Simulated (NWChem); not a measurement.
Species: C₃H₆OSi; SMILES O=C1C[SiH2]C1

```xyz
11

O      0.5070    -2.0954     0.0000
C      0.0335    -0.9835     0.0000
C     -0.2119    -0.0561    -1.2078
Si     0.1389     1.3898     0.0000
C     -0.2119    -0.0561     1.2078
H      0.3847    -0.2928    -2.0909
H     -1.2757    -0.0594    -1.4834
H     -0.8085     2.5340     0.0000
H      1.5416     1.8749     0.0000
H     -1.2757    -0.0594     1.4834
H      0.3847    -0.2928     2.0909
```
Atoms are numbered in this order, from 1.

Coordinates come from a B3LYP/6-31G* (spherical d) optimisation.

Question: Give the principal values of the shielding tensors (ppm) of O1, C2, C3, Si4 from B3LYP/6-31G* (spherical d), GIAO (NWChem), with their diamagnetic and paramagnetic parts as GIAO splits them.

Answer: 
```json
[
 {"atom": "O1", "σ11": "-721.4", "σ22": "-353.9", "σ33": "289.4", "isotropic": "-261.9", "diamagnetic": "403.0", "paramagnetic": "-664.9"},
 {"atom": "C2", "σ11": "-79.5", "σ22": "-14.2", "σ33": "97.4", "isotropic": "1.2", "diamagnetic": "247.9", "paramagnetic": "-246.7"},
 {"atom": "C3", "σ11": "111.0", "σ22": "150.8", "σ33": "196.8", "isotropic": "152.9", "diamagnetic": "251.8", "paramagnetic": "-98.9"},
 {"atom": "Si4", "σ11": "417.5", "σ22": "441.9", "σ33": "510.4", "isotropic": "456.6", "diamagnetic": "882.6", "paramagnetic": "-426.0"}
]
```
